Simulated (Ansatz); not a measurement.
One change: `[OH][Ge]([OH])([SH])[Cl]` becomes `[OH][Ge]([OH])([SiH3])[Cl]`.

Ansatz, PBE0-D4/def2-TZVP geometries, multiplicity 1. Each molecule was computed in one conformer, which needn't be the lowest.

Scalar relativity is left out up to krypton.

| property | `[OH][Ge]([OH])([SH])[Cl]` |
| --- | --- |
| HOMO–LUMO gap (ωB97M-V/def2-TZVPP) / eV | 11.38 |
| size of the dipole moment (ωB97M-V/def2-TZVPP) / D | 2.14 |
| HOMO–LUMO gap (PBE0/def2-TZVPP) / eV | 7.15 |
| LUMO energy (PBE0/def2-TZVPP) / eV | -1.00 |
| LUMO energy (PBE/def2-TZVPP) / eV | -1.97 |
| HOMO–LUMO gap (PBE/def2-TZVPP) / eV | 4.84 |

(1) Give the same properties after the change, and the shifts. (An estimate is asked.)

Results:

(1) The calculation gave: 
```json
{"property": "HOMO–LUMO gap (ωB97M-V/def2-TZVPP) / eV", "`[OH][Ge]([OH])([SiH3])[Cl]`": "11.97", "shift": "0.59"}
{"property": "size of the dipole moment (ωB97M-V/def2-TZVPP) / D", "`[OH][Ge]([OH])([SiH3])[Cl]`": "1.17", "shift": "-0.97"}
{"property": "HOMO–LUMO gap (PBE0/def2-TZVPP) / eV", "`[OH][Ge]([OH])([SiH3])[Cl]`": "8.04", "shift": "0.89"}
{"property": "LUMO energy (PBE0/def2-TZVPP) / eV", "`[OH][Ge]([OH])([SiH3])[Cl]`": "-0.42", "shift": "0.58"}
{"property": "LUMO energy (PBE/def2-TZVPP) / eV", "`[OH][Ge]([OH])([SiH3])[Cl]`": "-1.35", "shift": "0.62"}
{"property": "HOMO–LUMO gap (PBE/def2-TZVPP) / eV", "`[OH][Ge]([OH])([SiH3])[Cl]`": "5.76", "shift": "0.92"}
```

With PBE0 the HOMO falls by 0.33 eV and the LUMO rises by 0.58 eV, so the gap widens by about 0.91 eV. PBE moves the HOMO by -0.29 eV and ωB97M-V by -0.20 eV. The zero-point energy changes by 40.4 kJ/mol with +6 modes. Dipoles are sizes alone; their direction can turn.
